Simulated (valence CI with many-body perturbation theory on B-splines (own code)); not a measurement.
## E1 line list for I IV

Calculated by relativistic CI+MBPT: four valence electrons over a frozen Dirac-Fock core [Kr] 4d10, a basis of 11 s, 11 p, 9 d, 7 f, 5 g, 2 h, 1 i functions for each j, with the one-electron correlation potential Σ1, the two-electron term Σ2, the three-electron term Σ3, Breit, model QED; selected CI, second order for the rest, scaled by the run's own slope (own B-spline code, finite nucleus).

No measured levels were compared; by estimate levels hold to about 250 cm⁻¹ or 0.2 % of their energy and the worst to 1 %, as in measured heavy ions of charge 2 to 7; those with d or f electrons hold less well. Core correlation moves these levels by up to 11000 cm⁻¹, and in measured spectra 5 to 20 % of such shifts remained as error; rates that hang on mixing are uncertain with them. Among the levels kept, up to 300 cm⁻¹ of a level comes from second order outside the variational space, and about a tenth of that is noise between levels of different J, which matters for small intervals.

Lines 201 to 238 of 238 in falling wavelength, among levels below 222043 cm⁻¹, chosen from the strongest by gf and those to the six lowest levels. Wavelengths and rates use the calculated energies, so an error of 200 cm⁻¹ moves a line at 73.26 nm by 0.15 % and its rate by three times that or more. Electric multipoles are in the length gauge, E1 and E2 with the static RPA response of the core. Weak lines are less certain than strong ones. Lines between different terms over intervals too small for the method are left out, as are lines whose strength nearly cancels. Where a level lies close to another of its J and parity, the split of strength between their lines is uncertain. The highest levels of a list are the least certain.

Names give the largest LS component (configuration and term), which can be under half, so a name can repeat, a term be missing and a line seem to break the LS rules; names also repeat where a configuration has a term twice. Letters in brackets count levels of one name in rising energy.

| λ vac (nm) | Upper | Lower | A (s⁻¹) | S (a.u.) with core polarisation | S without |
| --- | --- | --- | --- | --- | --- |
| 73.26 | 5s 5p2 5d 5D_3 | 5s 5p3 5S°_2 | 1.56e+09 | 2.11e+00 | 2.45e+00 |
| 73.17 | 5s 5p2 5d 5D_2 [b] | 5s 5p3 5S°_2 | 4.58e+08 | 4.42e-01 | 5.14e-01 |
| 73.04 | 5s2 5p 5d 3D°_1 [a] | 5s2 5p2 3P_1 | 1.56e+08 | 8.98e-02 | 9.01e-02 |
| 72.76 | 5s2 5p 5d 3P°_2 [a] | 5s2 5p2 3P_1 | 8.77e+09 | 8.33e+00 | 9.78e+00 |
| 72.12 | 5s2 5p 6s 3P°_2 | 5s2 5p2 1D_2 | 9.69e+08 | 8.98e-01 | 8.62e-01 |
| 71.90 | 5s2 5p 5d 1F°_3 | 5s2 5p2 1D_2 | 1.37e+10 | 1.75e+01 | 2.02e+01 |
| 71.85 | 5s2 5p 6s 1P°_1 | 5s2 5p2 1D_2 | 7.42e+09 | 4.08e+00 | 4.26e+00 |
| 71.74 | 5s2 5p 6s 3P°_1 | 5s2 5p2 3P_2 | 4.15e+09 | 2.27e+00 | 2.30e+00 |
| 71.18 | 5s2 5p 5d 3D°_1 [b] | 5s2 5p2 3P_1 | 4.00e+09 | 2.14e+00 | 2.68e+00 |
| 71.12 | 5s 5p2 5d 3F_2 | 5s 5p3 5S°_2 | 1.21e+08 | 1.08e-01 | 1.26e-01 |
| 70.79 | 5s2 5p 5d 3D°_3 | 5s2 5p2 3P_2 | 1.32e+10 | 1.61e+01 | 1.89e+01 |
| 70.62 | 5s2 5p 5d 3D°_2 | 5s2 5p2 3P_2 | 9.34e+09 | 8.11e+00 | 9.72e+00 |
| 70.16 | 5s2 5p 6s 3P°_0 | 5s2 5p2 3P_1 | 6.08e+09 | 1.04e+00 | 1.02e+00 |
| 69.70 | 5s2 5p 5d 3P°_1 | 5s2 5p2 3P_2 | 2.56e+09 | 1.28e+00 | 1.58e+00 |
| 69.67 | 5s2 5p 6s 3P°_1 | 5s2 5p2 3P_1 | 3.25e+09 | 1.63e+00 | 1.75e+00 |
| 69.58 | 5s 5p2 5d 3F_3 | 5s 5p3 5S°_2 | 2.92e+09 | 3.39e+00 | 3.95e+00 |
| 69.57 | 5s2 5p 5d 3D°_1 [a] | 5s2 5p2 3P_0 | 9.27e+09 | 4.62e+00 | 5.52e+00 |
| 68.81 | 5s2 5p 5d 3P°_2 [b] | 5s2 5p2 3P_2 | 6.10e+08 | 4.91e-01 | 5.45e-01 |
| 68.61 | 5s2 5p 5d 3D°_2 | 5s2 5p2 3P_1 | 4.43e+09 | 3.53e+00 | 4.17e+00 |
| 68.27 | 5s2 5p 5d 3P°_0 | 5s2 5p2 3P_1 | 8.61e+09 | 1.35e+00 | 1.64e+00 |
| 67.88 | 5s2 5p 5d 3D°_1 [b] | 5s2 5p2 3P_0 | 3.01e+09 | 1.39e+00 | 1.55e+00 |
| 67.74 | 5s2 5p 5d 3P°_1 | 5s2 5p2 3P_1 | 3.85e+09 | 1.77e+00 | 2.12e+00 |
| 67.49 | 5s2 5p 5d 1P°_1 | 5s2 5p2 1D_2 | 2.70e+08 | 1.23e-01 | 6.86e-02 |
| 66.90 | 5s2 5p 5d 3P°_2 [b] | 5s2 5p2 3P_1 | 6.37e+07 | 4.71e-02 | 5.28e-02 |
| 66.58 | 5s2 5p 6s 3P°_2 | 5s2 5p2 3P_2 | 1.84e+09 | 1.34e+00 | 1.20e+00 |
| 66.50 | 5s2 5p 6s 3P°_1 | 5s2 5p2 3P_0 | 8.17e+08 | 3.56e-01 | 3.18e-01 |
| 66.38 | 5s2 5p 5d 1F°_3 | 5s2 5p2 3P_2 | 1.05e+09 | 1.06e+00 | 1.20e+00 |
| 66.34 | 5s2 5p 6s 1P°_1 | 5s2 5p2 3P_2 | 2.28e+08 | 9.87e-02 | 9.54e-02 |
| 64.79 | 5s2 5p 6s 3P°_2 | 5s2 5p2 3P_1 | 9.23e+08 | 6.19e-01 | 5.58e-01 |
| 64.75 | 5s2 5p 5d 3P°_1 | 5s2 5p2 3P_0 | 1.26e+07 | 5.05e-03 | 3.27e-03 |
| 64.57 | 5s2 5p 6s 1P°_1 | 5s2 5p2 3P_1 | 3.62e+08 | 1.44e-01 | 1.34e-01 |
| 62.61 | 5s2 5p 5d 1P°_1 | 5s2 5p2 3P_2 | 8.43e+07 | 3.06e-02 | 2.17e-02 |
| 61.84 | 5s2 5p 6s 1P°_1 | 5s2 5p2 3P_0 | 1.62e+07 | 5.68e-03 | 3.04e-03 |
| 61.03 | 5s2 5p 5d 1P°_1 | 5s2 5p2 3P_1 | 5.86e+06 | 1.97e-03 | 3.31e-03 |
| 58.58 | 5s2 5p 5d 1P°_1 | 5s2 5p2 3P_0 | 1.18e+07 | 3.51e-03 | 4.44e-03 |
| 50.20 | 5s2 5p 6d 3F°_2 | 5s2 5p2 1D_2 | 3.94e+07 | 1.23e-02 | 2.00e-02 |
| 47.45 | 5s2 5p 6d 3F°_2 | 5s2 5p2 3P_2 | 1.26e+08 | 3.31e-02 | 5.20e-02 |
| 46.53 | 5s2 5p 6d 3F°_2 | 5s2 5p2 3P_1 | 1.48e+07 | 3.69e-03 | 5.92e-03 |
